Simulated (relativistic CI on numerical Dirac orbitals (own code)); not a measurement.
## Ions with 35 electrons, Br I to Xe XX

Computed by Dirac-Coulomb-Breit CI, separate exchange-only KLI orbitals for each configuration, a model potential for QED, unscaled Slater integrals (own radial code, finite nucleus).

Configuration list (outside the closed core [Ar] 3d10): 4s2.4p5, 4s.4p6, 4s2.4p4.4d, 4s.4p5.4d, 4s2.4p4.4f, 4s.4p5.4f, 4s2.4p4.5s. Double excitations out of closed p, d and f shells are left out; levels of such configurations are missing from the list, as are those of other unlisted configurations, and high levels can miss mixing partners.

Energies above each ion's lowest level, in eV. Levels are followed by their leading LS label, which can pass from one level to another where the coupling changes.

```tsv
Ion	4s2.4p5 2P°_3/2	4s2.4p5 2P°_1/2	4s2.4p4.4d 4D_7/2	4s2.4p4.4d 4D_3/2	4s2.4p4.4d 4F_9/2
Br I	0	0.46017	8.9894	9.0748	9.107
Kr II	0	0.6616	14.527	14.642	15.298
Rb III	0	0.90678	18.884	19.01	20.036
Sr IV	0	1.196	22.95	23.086	24.339
Zr VI	0	1.9198	30.719	30.857	32.413
Nb VII	0	2.3628	34.511	34.637	36.314
Mo VIII	?	?	?	?	?
Tc IX	0	3.4338	41.999	42.066	43.973
Ru X	0	4.0718	45.714	45.73	47.758
Rh XI	0	4.785	49.419	49.366	51.525
Pd XII	0	5.5791	53.117	52.976	55.281
Ag XIII	0	6.4598	56.814	56.565	59.033
Cd XIV	0	7.4331	60.51	60.133	62.786
In XV	0	8.5054	64.208	63.684	66.543
Sn XVI	0	9.6832	67.91	67.219	70.31
Sb XVII	0	10.974	71.615	70.739	74.09
Te XVIII	0	12.383	75.325	74.248	77.888
I XIX	0	13.92	79.038	77.746	81.705
Xe XX	0	15.592	82.752	81.235	85.546
```

Problem. Fill in the row of Mo VIII.

Solution. 4s2.4p5 2P°_3/2 0, 4s2.4p5 2P°_1/2 2.8658, 4s2.4p4.4d 4D_7/2 38.267, 4s2.4p4.4d 4D_3/2 38.371, 4s2.4p4.4d 4F_9/2 40.162 (eV).

The lowest level keeps the configuration 4s2.4p5 and J = 3/2 throughout.

Between Z = 51 and 54 the energy of 4s2.4p5 2P°_1/2 follows a local power law Z^6.1. For orientation: electrostatic splittings inside a shell grow about linearly with the screened charge, excitations that change n as its square, and fine structure as its fourth power; written in Z itself the exponents are larger, since the screened charge grows faster in proportion.

The members near neutrality are the least accurate: they can be off by several eV, miss lower levels of configurations outside the list, or start from a wrong lowest level.
